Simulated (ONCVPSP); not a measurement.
## nitrogen (N), ONCV: configuration errors across variants

```
Element                 : nitrogen
Generator               : ONCVPSP 4.0.1
Type                    : optimised norm-conserving Vanderbilt (ONCV)
Functional              : LDA (Perdew-Wang 92)
Relativity              : scalar-relativistic
Frozen core             : [He]
Valence charge          : 5
Reference configuration : 2s1.75 2p3.25
Partial waves           : 2s: rc 1.15 bohr, ncon 4, nbas 8, qcut 4.8 1/bohr, 2 projectors, debl 2.9 Ha; 2p: rc 1.55 bohr, ncon 4, nbas 8, qcut 7.2 1/bohr, 2 projectors, debl 2.1 Ha; d scattering state at 0.18 Ha: rc 1.35 bohr, ncon 4, nbas 9, qcut 6.6 1/bohr, 2 projectors, debl 1.1 Ha
Local potential         : polynomial inside 1.05 bohr (lpopt 4, dvloc0 -1 Ha)
Core correction         : none
```

All-electron excitation energies from the reference (eV): (1) 2s2 2p3 -2.797; (2) 2s2 2p2 10.934; (3) 2s2 2p1 39.906; (4) 2s1 2p3 22.387.

Errors AE − PS in meV (a dash: test not solved or not reliable):

| change | (1) | (2) | (3) | (4) | bound ghosts | GHOST(+) flags above zero |
| --- | --- | --- | --- | --- | --- | --- |
| base | +1.1 | +45 | +291 | -15 | none | none |
| core correction Teter function, parameters optimised by the program | +0.9 | +41 | +254 | -19 | none | none |
| s: qcut 4; p: qcut 6.1; d: qcut 5.6 | +1.0 | +59 | +381 | -21 | none | none |

Task: Give the same row for: p: qcut 5.7.

Result: +0.9, +64, +414, -23; bound ghosts: none; GHOST(+) flags above zero: none.
